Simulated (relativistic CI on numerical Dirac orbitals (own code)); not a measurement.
Calculated at this level of theory: Dirac-Coulomb-Breit CI, KLI orbitals optimised for each configuration, model QED (radiative potential, 1s self-energy scaled to tabulated hydrogen-like ionisation energies), unscaled Slater integrals (own radial code, finite nucleus).

CI space: 1s², 1s2s, 1s2p, 1s3s, 1s3p, 1s3d, 1s4s, 1s4p, 1s4d, 1s4f, 1s5s, 1s5p, 1s5d, 1s5f, 1s5g, 1s6s, 1s6p, 1s6d, 2s². Levels of other configurations are missing.

At this charge energies of transitions that change n are usually good to better than 1 %, and those within a shell (Δn = 0) to a few per cent.

Outline of the computed level scheme of Ho LXVI. Lowest level of each configuration: 1s² ¹S0 at 0.0 eV; 1s2s ³S1 at 47587.0 eV; 1s2p ³P°1 at 47688.6 eV; 1s3s ³S1 at 56714.7 eV; 1s3p ³P°1 at 56742.0 eV; 1s3d ³D2 at 57051.1 eV; 1s4s ³S1 at 59854.3 eV; 1s4p ³P°1 at 59865.4 eV; 1s4d ³D2 at 59995.1 eV.

Some strong electric-dipole decays among the lowest 27 levels: 1s2p ¹P°1 → 1s² ¹S0 (1.5e+16 s⁻¹); 1s2p ³P°1 → 1s² ¹S0 (7.9e+15 s⁻¹); 1s3p ¹P°1 → 1s² ¹S0 (4.3e+15 s⁻¹); 1s3p ³P°1 → 1s² ¹S0 (2.0e+15 s⁻¹); 1s4p ¹P°1 → 1s² ¹S0 (1.8e+15 s⁻¹); 1s3d ³D3 → 1s2p ³P°2 (1.2e+15 s⁻¹); 1s3d ³D2 → 1s2p ³P°1 (1.1e+15 s⁻¹); 1s3d ¹D2 → 1s2p ¹P°1 (1.1e+15 s⁻¹).

LS names give the leading component of a level, which can be under half, so a name can repeat, a term be missing and a line seem to break the LS rules.
